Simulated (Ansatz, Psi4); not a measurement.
## C2H5I (iodoethane): the vertical energy of the triplet above the singlet from total energies

C2H5I: 8 atoms, total charge 0, spin state singlet. As SMILES, `CCI`. Geometry: relaxed at PBE0-D4/def2-TZVP.

Both states at this one shape; open shells run unrestricted unless said. 1 Eh = 27.2114 eV.

```tsv
level	program	singlet C2H5I (Eh)	triplet C2H5I (Eh)
HF/3-21G	Psi4	-6965.520096	-6965.354248
CAM-B3LYP/def2-SVP (core potential)	Ansatz	-376.812938	-376.642091
```

Task: Work out the vertical gap, second state less first, at each level.

Result: 
1. HF/3-21G: -6965.354248 − (-6965.520096) = 0.165848 Eh = 4.51 eV.
2. CAM-B3LYP/def2-SVP (core potential): -376.642091 − (-376.812938) = 0.170847 Eh = 4.65 eV.

No measured value is set beside it here; the levels span 4.51 to 4.65 eV. Hartree–Fock favours the state with fewer electron pairs, since it lacks pair correlation. Spin-orbit coupling, which splits open shells on such heavy atoms by tenths of an eV, is left out. All-electron rows are non-relativistic unless named.
